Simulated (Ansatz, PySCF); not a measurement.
Species: As2 (charge -1, doublet). 
Geometry from a B3LYP-D3(BJ)/def2-TZVP (Ansatz, a first-principles code) optimisation:
```xyz
2

As     0.0000     0.0000    -1.1026
As     0.0000     0.0000     1.1026
```
Charge -1, spin multiplicity 2.

Total electronic energies in hartree. Valence correlation only, unless marked. Open shells are spin-unrestricted. Spin-orbit coupling is left out. The frozen core is the preceding noble-gas configuration, with the filled d and f shells of earlier blocks. Non-relativistic. CBS marks a two-point X^-3 extrapolation of the correlation energy; Hartree-Fock from the larger set.

The UHF reference is spin-contaminated (<S^2> 0.59 over the pure value in the largest basis). The T1 diagnostic of CCSD in the largest basis is 0.085, which is high, so the coupled-cluster rows are less sure than usual.

```tsv
level	program	energy (Eh)
HF/def2-TZVPD	PySCF	-4468.42201
RI-HF/cc-pVTZ	Ansatz	-4468.51696
revPBE-D3(BJ)/def2-TZVPD	Ansatz + dftd3	-4471.44082
TPSS/def2-TZVPD	PySCF	-4471.69372
PBE0-D4/def2-TZVP	Ansatz + dftd4	-4471.24151
PBE0-D4/def2-TZVPD	Ansatz + dftd4	-4471.24703
HSE06/def2-TZVPD	Ansatz	-4471.24952
MP2/def2-TZVPP	Ansatz	-4468.65045
CCSD(T)/CBS(aug-cc-pVTZ,aug-cc-pVQZ)	Ansatz	-4468.8421
```

Totals of different functionals don't rank their quality; only differences between species are comparable.
